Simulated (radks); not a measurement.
The tin ion Sn26+, 24 electrons, occupied as [Ar] 3d6.

Calculated with a radial shooting solver on a logarithmic mesh with Libxc functionals: scalar-relativistic Kohn-Sham, Slater X-alpha with alpha = 0.8, spin-polarised, spherical densities, finite nucleus; open shells are filled with parallel spins first (spin-orbit coupling, left out, can overturn this in heavy ions); Fermi nuclear charge, rms radius 4.6519 fm.

Energy parts (hartree):
| part | energy |
|---|---|
| total | -5796.48183 |
| kinetic | 6069.15220 |
| electron-nucleus | -13057.89453 |
| Hartree | 1339.27289 |
| exchange | -147.01239 |

Orbitals (lengths in bohr, moments of r in powers of bohr):
orbital  occ.  eigenvalue (hartree)      <r^4>
1s up       1             -1106.441  3.401e-06
1s down     1             -1106.427  3.400e-06
2s up       1             -199.4875  0.0005774
2s down     1             -198.9692  0.0005745
2p up       3             -183.3275  0.0004124
2p down     3             -182.9244  0.0004094
3s up       1             -64.83056    0.02086
3s down     1             -64.24580    0.02115
3p up       3             -59.56872    0.02070
3p down     3             -58.97201    0.02105
3d up       5             -52.02357    0.01575
3d down     1             -51.31657    0.01618

The highest occupied level is 3d down at -1396.4 eV. Summed over all electrons, <r^2> = 1.635 bohr^2, which gives a Langevin (diamagnetic) susceptibility term of -1.3 x 10^-6 cm^3/mol. For comparison, the ionisation energy in NIST's Atomic Spectra Database is 1421 eV (theoretical). In exact Kohn-Sham theory the highest level is minus the ionisation energy, but local and semilocal functionals leave it too shallow, through self-interaction and a potential that decays too fast; potentials with the right tail come closer. The density falls to 0.001 e/bohr^3 at r = 0.98 bohr. The electron density at the nucleus is 1.961e+05 e/bohr^3 (large components only). Spin moment in Bohr magnetons: 4. The spin density at the nucleus is -13.60 e/bohr^3 (1s -3.23, 2s -33.56, 3s 23.19).
